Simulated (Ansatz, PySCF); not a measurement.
1-hydroxysiletane (C3H8OSi), SMILES O[SiH]1CCC1. Atoms are numbered in the order given.

```xyz
13

O      1.9057     0.7638    -0.3378
Si     0.5368     0.1241     0.3759
C     -1.1346     0.8296    -0.1442
C     -1.6364    -0.6507    -0.2014
C     -0.2805    -1.4118    -0.3683
H      2.7085     0.8098     0.1926
H      0.7534     0.0419     1.8552
H     -1.7077     1.5197     0.4916
H     -1.0692     1.2620    -1.1568
H     -2.1102    -0.9266     0.7549
H     -2.3731    -0.8518    -0.9964
H     -0.0153    -1.5115    -1.4343
H     -0.2140    -2.4043     0.1006
```

Geometry: B3LYP-D3(BJ)/def2-SVP. Other conformers were not sampled.

Two levels are set side by side: PBE-D3(BJ)/def2-SVP (Ansatz, an electronic-structure program) and B3LYP-D3(BJ)/def2-SVP (Ansatz). Each level has its own optimised geometry; the coordinates shown are those of the second. Frequencies come from the Hessian of PySCF at each geometry. Differences are taken from unrounded values.

```csv
quantity,B3LYP-D3(BJ),PBE-D3(BJ),PBE-D3(BJ) minus B3LYP-D3(BJ)
mean bond length (Å),1.358,1.365,0.007
bond O1–Si2 (Å),1.671,1.685,0.014
bond Si2–C3 (Å),1.887,1.893,0.006
bond Si2–C5 (Å),1.892,1.900,0.008
bond C3–C4 (Å),1.564,1.564,0.000
bond C4–C5 (Å),1.564,1.564,0.000
bond O1–H6 (Å),0.963,0.972,0.008
bond Si2–H7 (Å),1.497,1.512,0.015
bond C3–H8 (Å),1.100,1.107,0.007
bond C3–H9 (Å),1.103,1.111,0.008
bond C4–H10 (Å),1.102,1.110,0.008
bond C4–H11 (Å),1.102,1.111,0.008
bond C5–H12 (Å),1.103,1.111,0.008
bond C5–H13 (Å),1.100,1.107,0.007
highest harmonic wavenumber (cm⁻¹),3889,3782,-107
mean harmonic wavenumber (cm⁻¹),1386,1350,-35
zero-point energy (kcal/mol),65.37,63.70,-1.67
```

GGA bonds tend to be longer and softer than those of functionals with exact exchange. Differences between two approximate levels are no errors against the true value.
